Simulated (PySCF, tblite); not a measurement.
Isomers of C8H9O (doublet state). Computed values, GFN2-xTB/tblite, gas phase, harmonic and unscaled. Errors from tens to a few hundred cm⁻¹ against measured bands are possible. One conformer each. Open shells enter through the occupations alone, without spin polarisation, and single modes of such species can be off by tens of per cent.

Electronic energies: B3LYP/pcH-1 single points on the GFN2-xTB geometries (PySCF, gas phase).

```json
{"SMILES": "O=C1C=[C][C@@H](C2CC2)C1", "electronic energy, lowest = 0 (kcal/mol)": "44.1"}
{"SMILES": "C1=CC[C]2OCCC2=C1", "electronic energy, lowest = 0 (kcal/mol)": "0.4"}
{"SMILES": "O=C1[C]=C[C@H](C2CC2)C1", "electronic energy, lowest = 0 (kcal/mol)": "47.7"}
{"SMILES": "C=C1C=CC[C]1C(C)=O", "electronic energy, lowest = 0 (kcal/mol)": "0.0"}
{"SMILES": "C=[C]C1=CC(=O)CCC1", "electronic energy, lowest = 0 (kcal/mol)": "12.6"}
{"SMILES": "CC(=O)[C@H]1[CH][C@@H]2C=C[C@@H]21", "electronic energy, lowest = 0 (kcal/mol)": "61.7"}
```

How do GFN2-xTB zero-point energies change the relative energies?

| SMILES | ZPE (kcal/mol) | of it from modes above 1550 cm⁻¹ | electronic (kcal/mol) | with ZPE, lowest = 0 (kcal/mol) | lowest mode (cm⁻¹) | rings |
| --- | --- | --- | --- | --- | --- | --- |
| C=C1C=CC[C]1C(C)=O | 89.0 | 44.0 | 0.0 | 0.0 | 64 | 1 |
| C1=CC[C]2OCCC2=C1 | 91.3 | 40.6 | 0.4 | 2.7 | 83 | 2 |
| C=[C]C1=CC(=O)CCC1 | 89.7 | 43.7 | 12.6 | 13.2 | 73 | 1 |
| O=C1C=[C][C@@H](C2CC2)C1 | 90.8 | 44.2 | 44.1 | 45.8 | 41 | 2 |
| O=C1[C]=C[C@H](C2CC2)C1 | 90.7 | 44.2 | 47.7 | 49.4 | 27 | 2 |
| CC(=O)[C@H]1[CH][C@@H]2C=C[C@@H]21 | 88.6 | 44.1 | 61.7 | 61.3 | 80 | 2 |

The zero-point energies span 2.7 kcal/mol, from `CC(=O)[C@H]1[CH][C@@H]2C=C[C@@H]21` to `C1=CC[C]2OCCC2=C1`. The order is unchanged.

And how do the electronic energies of GFN2-xTB itself compare?

`C=C1C=CC[C]1C(C)=O` 21.8; `C1=CC[C]2OCCC2=C1` 0.0; `C=[C]C1=CC(=O)CCC1` 31.6; `O=C1C=[C][C@@H](C2CC2)C1` 55.9; `O=C1[C]=C[C@H](C2CC2)C1` 58.4; `CC(=O)[C@H]1[CH][C@@H]2C=C[C@@H]21` 67.3 kcal/mol, lowest = 0. Against the energies above, taken from the same isomer `C=C1C=CC[C]1C(C)=O`, the largest difference is 22.2 kcal/mol.

What do entropy and thermal enthalpy add at 298.15 K and 1 bar (rigid rotor, harmonic oscillator, one conformer each)?

```json
{"SMILES": "C=C1C=CC[C]1C(C)=O", "point group": "Cs", "symmetry number": "1", "S (cal/(mol K))": "93.1", "H − H(0) (kcal/mol)": "6.20", "ZPE + H − H(0) − TS (kcal/mol)": "67.4"}
{"SMILES": "C1=CC[C]2OCCC2=C1", "point group": "Cs", "symmetry number": "1", "S (cal/(mol K))": "86.8", "H − H(0) (kcal/mol)": "5.32", "ZPE + H − H(0) − TS (kcal/mol)": "70.7"}
{"SMILES": "C=[C]C1=CC(=O)CCC1", "point group": "C1", "symmetry number": "1", "S (cal/(mol K))": "92.6", "H − H(0) (kcal/mol)": "6.07", "ZPE + H − H(0) − TS (kcal/mol)": "68.1"}
{"SMILES": "O=C1C=[C][C@@H](C2CC2)C1", "point group": "C1", "symmetry number": "1", "S (cal/(mol K))": "92.3", "H − H(0) (kcal/mol)": "5.77", "ZPE + H − H(0) − TS (kcal/mol)": "69.0"}
{"SMILES": "O=C1[C]=C[C@H](C2CC2)C1", "point group": "C1", "symmetry number": "1", "S (cal/(mol K))": "93.1", "H − H(0) (kcal/mol)": "5.79", "ZPE + H − H(0) − TS (kcal/mol)": "68.7"}
{"SMILES": "CC(=O)[C@H]1[CH][C@@H]2C=C[C@@H]21", "point group": "C1", "symmetry number": "1", "S (cal/(mol K))": "93.5", "H − H(0) (kcal/mol)": "6.20", "ZPE + H − H(0) − TS (kcal/mol)": "66.9"}
```

S holds R ln(2S + 1) for the spin.
